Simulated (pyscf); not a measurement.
Optimised with ωB97X-D3(BJ)/def2-SVP in PySCF. Correlated levels are frozen-core, on RHF or UHF. ΔMP2 is the change of the MP2 total energy from the triple- to the quadruple-zeta basis.

`[CH3][AlH][O]` [doublet] → `[CH3][Al][OH]` [doublet]
Surface: doublet. Broken: Al–H. Formed: H–O. Give ΔE‡ and ΔE from CCSD/def2-TZVPP, relative to the reactant's lowest minimum found.

ΔE‡ = 87.8 kJ/mol, ΔE = -147.9 kJ/mol. CCSD(T)/def2-TZVPP + ΔMP2(QZVPP) gives 70.2 kJ/mol and -159.4 kJ/mol. Zero-point energy shifts the barrier by -5.7 kJ/mol. It is a hydrogen shift, with an imaginary mode of 1373i cm⁻¹. This is the saddle that the search found; another between the same sides may lie lower. The CCSD(T) − MP2 part came from Ansatz, without density fitting, on the same reference.
